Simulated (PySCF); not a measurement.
Orbital levels and atomic charges

System: Ge26H32 (nanocrystal Ge).

Cartesian coordinates (Å):
```
  1 Ge   -2.4417   -0.7227   -2.4421
  2 Ge    0.4169   -3.5926   -2.5022
  3 Ge    0.4305   -0.8243   -5.2901
  4 Ge   -2.4734   -0.7793    3.1718
  5 Ge   -2.5018   -3.5931    0.4167
  6 Ge    0.3498   -0.7855    0.3495
  7 Ge   -1.0744   -2.2800   -1.0744
  8 Ge   -3.8973   -2.2099    1.8345
  9 Ge   -5.2906   -0.8243    0.4291
 10 Ge    0.3280    2.0634   -2.4478
 11 Ge   -0.9806    0.5907   -3.9120
 12 Ge    0.4803    2.0578    3.2485
 13 Ge   -2.4477    2.0626    0.3287
 14 Ge    0.3854    4.9277    0.3842
 15 Ge   -1.0159    3.5290   -1.0149
 16 Ge   -1.0353    0.6929    1.8439
 17 Ge   -3.9114    0.5906   -0.9813
 18 Ge    3.1719   -0.7783   -2.4719
 19 Ge    1.8358   -2.2096   -3.8964
 20 Ge    3.2420   -0.8031    3.2433
 21 Ge    1.8048   -2.1165    1.8045
 22 Ge    1.8630    0.6174    4.6303
 23 Ge    3.2474    2.0585    0.4827
 24 Ge    4.6293    0.6166    1.8640
 25 Ge    1.8436    0.6943   -1.0347
 26 Ge    1.7838    3.5334    1.7858
 27 H    -3.3302   -1.6203   -3.3303
 28 H    -0.3977   -4.5772   -3.3310
 29 H     1.2433   -4.5302   -1.6335
 30 H    -0.4227   -1.6397   -6.2487
 31 H     1.2449    0.0341   -6.2454
 32 H    -1.6174   -1.6250    4.1085
 33 H    -3.3043    0.0205    4.1650
 34 H    -1.6323   -4.5289    1.2443
 35 H    -3.3295   -4.5790   -0.3976
 36 H    -4.7846   -3.0958    2.7212
 37 H    -6.2486   -1.6398   -0.4249
 38 H    -6.2466    0.0333    1.2433
 39 H     1.2381    2.9474   -3.3266
 40 H    -1.8732    1.4756   -4.7992
 41 H    -0.4222    2.9210    4.1486
 42 H    -3.3281    2.9465    1.2382
 43 H    -0.4380    5.8882    1.2280
 44 H     1.2327    5.8827   -0.4422
 45 H    -1.9071    4.4123   -1.9066
 46 H    -4.7980    1.4759   -1.8741
 47 H     4.1074   -1.6244   -1.6150
 48 H     4.1666    0.0207   -3.3021
 49 H     2.7234   -3.0952   -4.7829
 50 H     4.1242   -1.6960    4.1255
 51 H     0.9767   -3.0830    2.6420
 52 H     2.6443   -3.0802    0.9752
 53 H     0.9687   -0.1920    5.5554
 54 H     2.6770    1.4450    5.6122
 55 H     4.1482    2.9219   -0.4198
 56 H     5.5522   -0.1936    0.9680
 57 H     5.6142    1.4431    2.6757
 58 H     2.6760    4.4162    2.6788
```

Method: PBE/def2-SVP, gas phase, PySCF, fitting set def2-universal-JFIT, grid level 1.

Spin-orbit coupling is left out, which matters for the heavier atoms here.

**Question.** Give the orbital energies near the gap.

**Answer.** 
```json
{"orbital": "HOMO-4", "eV": "-6.17"}
{"orbital": "HOMO-3", "eV": "-6.12"}
{"orbital": "HOMO-2", "eV": "-5.90"}
{"orbital": "HOMO-1", "eV": "-5.88"}
{"orbital": "HOMO", "eV": "-5.85"}
{"orbital": "LUMO", "eV": "-2.10"}
{"orbital": "LUMO+1", "eV": "-1.96"}
{"orbital": "LUMO+2", "eV": "-1.93"}
{"orbital": "LUMO+3", "eV": "-1.91"}
```

**Question.** Give the partial charges of the non-hydrogen atoms.

**Answer.** 
```json
{"atom": "Ge1", "Mulliken": "0.00", "IAO": "0.03", "Hirshfeld": "0.05"}
{"atom": "Ge2", "Mulliken": "0.09", "IAO": "0.11", "Hirshfeld": "0.12"}
{"atom": "Ge3", "Mulliken": "0.09", "IAO": "0.11", "Hirshfeld": "0.12"}
{"atom": "Ge4", "Mulliken": "0.09", "IAO": "0.10", "Hirshfeld": "0.11"}
{"atom": "Ge5", "Mulliken": "0.10", "IAO": "0.11", "Hirshfeld": "0.12"}
{"atom": "Ge6", "Mulliken": "-0.17", "IAO": "-0.04", "Hirshfeld": "-0.01"}
{"atom": "Ge7", "Mulliken": "-0.07", "IAO": "-0.03", "Hirshfeld": "0.02"}
{"atom": "Ge8", "Mulliken": "0.05", "IAO": "0.04", "Hirshfeld": "0.08"}
{"atom": "Ge9", "Mulliken": "0.09", "IAO": "0.11", "Hirshfeld": "0.12"}
{"atom": "Ge10", "Mulliken": "0.01", "IAO": "0.03", "Hirshfeld": "0.05"}
{"atom": "Ge11", "Mulliken": "0.04", "IAO": "0.04", "Hirshfeld": "0.07"}
{"atom": "Ge12", "Mulliken": "0.04", "IAO": "0.04", "Hirshfeld": "0.07"}
{"atom": "Ge13", "Mulliken": "0.01", "IAO": "0.03", "Hirshfeld": "0.05"}
{"atom": "Ge14", "Mulliken": "0.11", "IAO": "0.12", "Hirshfeld": "0.13"}
{"atom": "Ge15", "Mulliken": "0.04", "IAO": "0.04", "Hirshfeld": "0.07"}
{"atom": "Ge16", "Mulliken": "-0.12", "IAO": "-0.03", "Hirshfeld": "0.01"}
{"atom": "Ge17", "Mulliken": "0.04", "IAO": "0.04", "Hirshfeld": "0.07"}
{"atom": "Ge18", "Mulliken": "0.08", "IAO": "0.10", "Hirshfeld": "0.11"}
{"atom": "Ge19", "Mulliken": "0.05", "IAO": "0.04", "Hirshfeld": "0.08"}
{"atom": "Ge20", "Mulliken": "0.05", "IAO": "0.03", "Hirshfeld": "0.08"}
{"atom": "Ge21", "Mulliken": "0.08", "IAO": "0.09", "Hirshfeld": "0.10"}
{"atom": "Ge22", "Mulliken": "0.08", "IAO": "0.11", "Hirshfeld": "0.12"}
{"atom": "Ge23", "Mulliken": "0.04", "IAO": "0.04", "Hirshfeld": "0.07"}
{"atom": "Ge24", "Mulliken": "0.08", "IAO": "0.11", "Hirshfeld": "0.12"}
{"atom": "Ge25", "Mulliken": "-0.12", "IAO": "-0.03", "Hirshfeld": "0.01"}
{"atom": "Ge26", "Mulliken": "0.03", "IAO": "0.04", "Hirshfeld": "0.07"}
```
